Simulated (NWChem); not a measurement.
PbHF, singlet; SMILES [F][PbH]

Program: NWChem. Low-valent species are run as closed-shell singlets; no triplet was tried in these runs. Coordinates come from a PBE0-D3(BJ)/def2-TZVP optimisation. def2 effective core potentials on Pb; no spin-orbit coupling. Vertical excitations in the gas phase; the lowest state need not have the same character in each row.

```json
[
 {"level": "PBE/def2-SVPD, full TDDFT", "lowest excitation, singlet (eV)": "2.71", "oscillator strength of that lowest state": "0.006", "orbital gap (eV)": "2.45"},
 {"level": "B3LYP/def2-SVPD, full TDDFT", "lowest excitation, singlet (eV)": "2.84", "oscillator strength of that lowest state": "0.007", "orbital gap (eV)": "3.83"},
 {"level": "LDA (Slater exchange, VWN5)/def2-SVPD, full TDDFT", "lowest excitation, singlet (eV)": "2.61", "oscillator strength of that lowest state": "0.005", "orbital gap (eV)": "2.31"},
 {"level": "LRC-wPBEh/def2-SVPD, full TDDFT", "lowest excitation, singlet (eV)": "2.95", "oscillator strength of that lowest state": "0.008", "orbital gap (eV)": "7.71"}
]
```
